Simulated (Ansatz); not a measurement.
Molecule: sum formula LiOH, net charge 0, singlet state. 
Geometry from a B3LYP-D3(BJ)/def2-TZVP (Ansatz, a quantum-chemistry and plane-wave program) optimisation:
```
O
H 1 0.9514
Li 1 1.5725 2 180.00
```

Parts of the frozen-core correlation energy in STO-3G (Ansatz, hartree). Frozen orbitals: 2; correlated occupied orbitals by spin: 4 and 4; virtual: 5 and 5. No spin-orbit coupling. No relativistic terms.

```csv
term,value
reference (HF),-81.75749
MP2 opposite-spin,-0.05967
MP2 same-spin,-0.01815
CCSD correlation,-0.08110
(T),-0.01165
FCI minus CCSD(T),0.00049
T1 diagnostic,0.043
largest doubles amplitude,0.091
```
